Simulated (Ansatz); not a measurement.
Input for Ansatz (a quantum-chemistry and plane-wave program): R-B3LYP/def2-TZVPP on GeHIO (SMILES [OH][Ge][I]), a point of a torsion scan. Elements past Kr take the def2 small-core potentials; no spin–orbit coupling.

Ansatz 0.2 input:
```yaml
crystal:
  periodic: [false, false, false]
  atoms:
    - {symbol: O, position_ang: [-1.09260876, 0.07256087, 0.18878319]}
    - {symbol: Ge, position_ang: [0.27947654, 1.09687818, -0.11781560]}
    - {symbol: I, position_ang: [0.68560085, 0.73688068, -2.66008131]}
    - {symbol: H, position_ang: [-1.50935848, -0.73149465, -0.11284351]}
basis:
  gaussian:
    orbitals: def2-TZVPP
hamiltonian:
  xc: {name: B3LYP}
scf: {lower_state_search: off}
```

Problem. Give the final energy of this run.

Solution. -2450.7827 hartree.
